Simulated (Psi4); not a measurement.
GeNH4O (SMILES [NH][GeH2][OH]): entropy by statistical mechanics

A doublet with charge 0, relaxed at U-wB97X-D/def2-SVP (density fitting) (Psi4 1.11):

```xyz
7

N    -1.1854   -0.6189   -0.7050
Ge    0.0922    0.3554    0.2259
O     1.4905   -0.7067    0.4596
H    -2.0866   -0.1194   -0.7102
H     0.4681    1.5777   -0.6365
H    -0.3525    0.7598    1.6373
H     1.6378   -1.2964   -0.2862
```

Harmonic wavenumbers in cm⁻¹: 92, 214, 270, 463, 662, 679, 725, 771, 848, 887, 928, 2136, 2183, 3477, 3935.

Masses in u: N 14.007, Ge 72.63, O 15.999, H 1.008. Take T = 298.15 K, p = 1 bar, R = 8.3145 J/(mol K), kT/hc = 207.22 cm⁻¹, rigid rotor and harmonic oscillator.

Problem. Compute the standard molar entropy.

Solution. 
1. Translation (Sackur–Tetrode): S = R[3/2 ln M + 5/2 ln T − 1.1517] with M = 106.668 gives 167.1 J/(mol K).
2. Rotation: principal moments 33.293, 74.629, 100.852 u Å² give A, B, C = 0.5063, 0.2259, 0.1672 cm⁻¹; the symmetry number is σ = 1; q = (√π/σ)√((kT/hc)³/ABC) = 38233; S = R(ln q + 3/2) = 100.2.
3. Vibration: with u = ν̃/207.22, each mode gives R[u/(eᵘ − 1) − ln(1 − e⁻ᵘ)]; the sum is 40.3, most from 92 cm⁻¹ (15.1), 214 cm⁻¹ (8.4), 270 cm⁻¹ (6.7).
4. Spin and the two mirror images of this shape: R ln 4 = 11.5.
5. Sum: 167.1 + 100.2 + 40.3 + 11.5 = 319.1 J/(mol K).

No measured value is set beside it here. Where a soft mode is a torsion, a harmonic oscillator describes it poorly.
